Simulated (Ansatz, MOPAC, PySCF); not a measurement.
Molecule: GeF₂, net charge 0, singlet state. SMILES: [F][Ge][F]
Geometry: optimised at B3LYP-D3(BJ)/def2-TZVP (Ansatz, a first-principles code).

Quantity: vertical ionisation energy to the doublet, in eV. Conventions: each state is the SCF solution reached for its charge and spin; UHF or UKS for open shells; PM7 with its own dispersion and hydrogen-bond terms; frozen cores in correlated levels (noble-gas shells and the d and f shells of earlier blocks); spin-orbit terms left out; dispersion terms only where a functional's name holds one; six Cartesian d functions in 6-31G* and its kin unless marked 5d; LANL2DZ with its own core potentials from Na on; non-relativistic. Ab initio and DFT rows: single points at B3LYP-D3(BJ) geometries (Ansatz). Semi-empirical rows: differences of heats of formation at the shared geometry for vertical values.

| level | program | vertical ionisation energy to the doublet (eV) |
|---|---|---|
| PM3 | MOPAC | 9.66 |
| PM6 | MOPAC | 10.10 |
| PM7 | MOPAC | 10.58 |
| HF/6-31G* with LANL2DZ past Ar | Ansatz | 10.96 |
| PBE/6-31G* | Ansatz | 11.22 |
| PBE/6-31G* with LANL2DZ past Ar | Ansatz | 11.05 |
| B3LYP/STO-3G | Ansatz | 7.21 |
| B3LYP/3-21G | Ansatz | 10.94 |
| B3LYP/6-31G* | Ansatz | 11.54 |
| B3LYP/6-31G* with LANL2DZ past Ar | Ansatz | 11.33 |
| M06-2X/6-31G* with LANL2DZ past Ar (5d) | PySCF | 11.49 |
| MP2/6-31G* | Ansatz | 11.19 |
| MP2/6-31G* with LANL2DZ past Ar | Ansatz | 11.05 |
| B3LYP/def2-TZVPD | Ansatz | 11.81 |
| wB97M-V/def2-TZVPD | Ansatz | 11.77 |
| wB97X-V/def2-TZVPD | Ansatz | 11.76 |

No value to compare with is used here. The 13 habitual levels span 7.21 (B3LYP/STO-3G) to 11.54 eV (B3LYP/6-31G*); B3LYP/def2-TZVPD gives 11.81.

The levels are drawn from those run, B3LYP/6-31G* more often than the rest, none by its result; runs whose electronic state is in doubt are left out.
